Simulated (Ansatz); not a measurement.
Two structures of SiH₂Cl₃, doublet, reached by relaxing down either side of one saddle point (PBE0-D4/def2-TZVP). Energies are electronic, without zero-point energy. Ansatz 0.2.0; basis: def2-TZVPP and def2-QZVPP; cores frozen in the correlated methods; orbitals are unrestricted. Extrapolation: Hartree–Fock as exp(−7.88 √X), correlation as X^−2.97. First:

H1  (-0.624, -0.436, 0.347)
Si2  (0.470, 0.333, -0.263)
Cl3  (1.254, -0.720, -1.811)
Cl4  (1.911, 0.676, 1.124)
Cl5  (-0.249, 2.104, -0.945)
H6  (-2.762, -1.957, 1.549)
(Å)

Second:

```json
{"atom": "H1", "x (Å)": "-1.8407", "y (Å)": "-1.2984", "z (Å)": "1.0291"}
{"atom": "Si2", "x (Å)": "0.6812", "y (Å)": "0.4787", "z (Å)": "-0.3799"}
{"atom": "Cl3", "x (Å)": "1.4718", "y (Å)": "-0.5777", "z (Å)": "-1.9384"}
{"atom": "Cl4", "x (Å)": "2.1327", "y (Å)": "0.8265", "z (Å)": "1.0139"}
{"atom": "Cl5", "x (Å)": "-0.0480", "y (Å)": "2.2594", "z (Å)": "-1.0636"}
{"atom": "H6", "x (Å)": "-2.3972", "y (Å)": "-1.6884", "z (Å)": "1.3390"}
```

(1) Which bonds change from the first to the second?

(2) Give the saddle point's structure and its height above each. (To be estimated.)

No T1 diagnostic of these runs exceeds 0.012. ⟨S²⟩ of the unrestricted Hartree–Fock references: 0.75 to 0.76 (a pure state has 0.75).

## Answers

(1) SiHCl₃ ([Cl][SiH]([Cl])[Cl]) + H → SiCl₃ ([Cl][Si]([Cl])[Cl]) + H₂; bonds formed: H1–H6; bonds broken: H1–Si2.

(2) By the calculation: 0.201 eV above the first and 0.726 eV above the second (CCSD(T) at an estimated basis limit (MP2 extrapolated from triple and quadruple zeta, plus CCSD(T) − MP2 in triple zeta)).
H1  (-0.844, -0.595, 0.472)
Si2  (0.295, 0.209, -0.165)
Cl3  (1.076, -0.850, -1.713)
Cl4  (1.734, 0.548, 1.227)
Cl5  (-0.433, 1.979, -0.844)
H6  (-1.828, -1.292, 1.023)
(Å)

Radical steps of this kind take place in plasma deposition and etching.

Labels in which every atom is bracketed show which atoms are joined, not bond orders.

For scale, one of the runs: CCSD(T)/def2-TZVPP, 196 basis functions (an equivalent command: `ansatz run in.yaml --threads 4`). Time: 2.5 min of wall clock on 4 CPU threads; the host was shared. Peak host memory: 5.2 GiB.
